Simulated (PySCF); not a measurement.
TaO2F, SMILES [O]=[Ta]([F])=[O], multiplicity 1.

Geometry optimised at B3LYP-D3(BJ)/def2-TZVP. The spin state was assumed, not searched. The def2 effective core potentials stand for the cores of Ta; spin–orbit coupling is left out.

Two levels are set side by side: TDA-PBE/def2-SVPD (PySCF) and TDA-LC-ωPBE/def2-SVPD (PySCF). Vertical, same geometry. The lowest singlet is HOMO→LUMO 100 % with PBE and HOMO→LUMO 92 % with the other functional; states are paired by order. Differences are taken from unrounded values.

| quantity | TDA-PBE |
|---|---|
| lowest singlet excitation (eV) | 2.03 |
| lowest triplet excitation (TDA) (eV) | 1.93 |

These are the TDA-PBE values. What does TDA-LC-ωPBE give? (Estimate from the structure and the level; the computed values follow.)


| quantity | TDA-LC-ωPBE | TDA-PBE minus TDA-LC-ωPBE |
|---|---|---|
| lowest singlet excitation (eV) | 3.18 | -1.15 |
| lowest triplet excitation (TDA) (eV) | 3.08 | -1.15 |

Functionals without exact exchange tend to place singlet excitations lower, as here. Differences between two approximate levels are no errors against the true value.

Rough cost on one machine, each run with all the roots and properties that it gave: TDA-LC-ωPBE against TDA-PBE about 3 times.
